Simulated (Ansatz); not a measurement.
Species: Al₂ (charge 0, triplet). 
Geometry from a B3LYP-D3(BJ)/def2-TZVP (Ansatz, a quantum-chemistry and plane-wave program) optimisation:
```xyz
2

Al     0.0000     0.0000    -1.3777
Al     0.0000     0.0000     1.3777
```
Charge 0, spin multiplicity 3.

Basis-set convergence of Hartree-Fock and MP2 correlation energies (hartree) with Ansatz. Correlated levels leave the core frozen unless marked. UHF or UKS for open shells. Spin-orbit coupling is left out. No relativistic terms.

```
basis       functions       E(HF)  E(corr, MP2)
----------  ---------  ----------  ------------
def2-SVP           36  -483.60630      -0.07404
def2-TZVPP         84  -483.77831      -0.09078
def2-QZVPP        140  -483.79097      -0.09736
```

Extrapolating the two largest sets (X = 3 and 4) as X^-3: E(corr) = (64·(-0.09736) - 27·(-0.09078))/37 = -0.1022 Eh, an estimate of the basis-set limit. The largest set recovers 95.3 % of it, the smallest 72.5 %.
